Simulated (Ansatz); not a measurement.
Cost and result for the atomization energy of C2H6BFSi (`C=C(F)B[SiH3]`) (11 atoms, 10 bonds).

Z-matrix (Å, degrees):
```
Si
B 1 2.014
H 1 1.488 2 113.1
H 1 1.491 2 109.8 3 -121.0
H 1 1.491 2 109.6 3 120.8
C 2 1.535 1 121.4 3 179.5
H 2 1.195 1 123.0 3 -0.6
F 6 1.354 2 118.1 1 -0.1
C 6 1.335 2 124.3 1 179.9
H 9 1.081 6 119.0 2 0.0
H 9 1.085 6 122.1 2 -180.0
```

The species carries charge 0 and has multiplicity 1. Geometry: relaxed with PBE0-D4/def2-TZVP. It is one conformer, not always the lowest. Program: Ansatz. All runs use 4 threads of a server CPU on a shared host. Times are those of one run each, without the atoms' runs, and a repeat can differ threefold. Electronic energies, without spin–orbit coupling; frozen cores. CCSD(T)/CBS adds CCSD(T) − MP2 in def2-TZVPP to the MP2 limit, and its time is that of the two runs behind it. T1 = 0.013; the RHF reference is unstable towards UHF. B3LYP takes the VWN-RPA correlation (the form of Gaussian; ORCA's B3LYP/G). HSE06 is the plane-wave form, built on full-range PBE exchange.

CCSD(T)/CBS is a level of theory with its own doubt, some kJ/mol a heavy atom from the limit and from the frozen cores, so smaller differences don't rank the functionals.

```
                            level  functions  wall time
           LDA (SPW92)/def2-TZVPP        250     0.55 s
               PBE0-D4/def2-TZVPP        250        1 s
          CAM-B3LYP-D4/def2-TZVPP        250      1.1 s
              HSE06-D4/def2-TZVPP        250      1.2 s
            r2SCANh-D4/def2-TZVPP        250      1.4 s
B3LYP-D4/def2-TZVPP (with forces)        250      1.5 s
                 CCSD(T)/def2-SVP        104      1.7 s
                B2PLYP/def2-TZVPP        250      1.9 s
                B97M-V/def2-TZVPP        250      2.5 s
 ωB97M-V/def2-TZVPP (with forces)        250      3.4 s
                   MP2/def2-QZVPP        478      8.5 s
               CCSD(T)/def2-TZVPP        250       33 s
                CCSD(T)/CBS(def2)          –       41 s
```

(1) What atomization energy does each give, and how far from CCSD(T)/CBS? (Best estimate.)

Results:

(1) Computed: 
| level | atomization (kcal/mol) | difference from CCSD(T)/CBS | per bond |
| --- | --- | --- | --- |
| LDA (SPW92)/def2-TZVPP | 1091.2 | 137.5 | 13.8 |
| PBE0-D4/def2-TZVPP | 960.5 | 6.8 | 0.7 |
| CAM-B3LYP-D4/def2-TZVPP | 963.5 | 9.8 | 1.0 |
| HSE06-D4/def2-TZVPP | 961.2 | 7.5 | 0.7 |
| r2SCANh-D4/def2-TZVPP | 956.9 | 3.2 | 0.3 |
| B3LYP-D4/def2-TZVPP (with forces) | 960.0 | 6.3 | 0.6 |
| CCSD(T)/def2-SVP | 910.6 | -43.1 | -4.3 |
| B2PLYP/def2-TZVPP | 948.4 | -5.3 | -0.5 |
| B97M-V/def2-TZVPP | 963.3 | 9.6 | 1.0 |
| ωB97M-V/def2-TZVPP (with forces) | 959.6 | 5.9 | 0.6 |
| MP2/def2-QZVPP | 957.0 | 3.3 | 0.3 |
| CCSD(T)/def2-TZVPP | 931.6 | -22.1 | -2.2 |
| CCSD(T)/CBS(def2) | 953.7 | 0.0 | 0.0 |

The D4 term adds +7.7 kcal/mol with B3LYP and +4.1 kcal/mol with PBE0; it sums over pairs of atoms, weighted by their polarisabilities, and B3LYP, whose exchange is more repulsive, gets the larger term. At CCSD(T), def2-SVP lies −43.1 kcal/mol from the extrapolated value and def2-TZVPP −22.1 kcal/mol: correlation converges slowly with the basis, and small sets miss more of it in the bonded molecule than in its fragments. From PBE to PBE0 (25 % exact exchange), in def2-TZVPP and without D4, the atomization energy moves by −15.1 kcal/mol: exact exchange takes away binding that semilocal exchange gives to molecules.
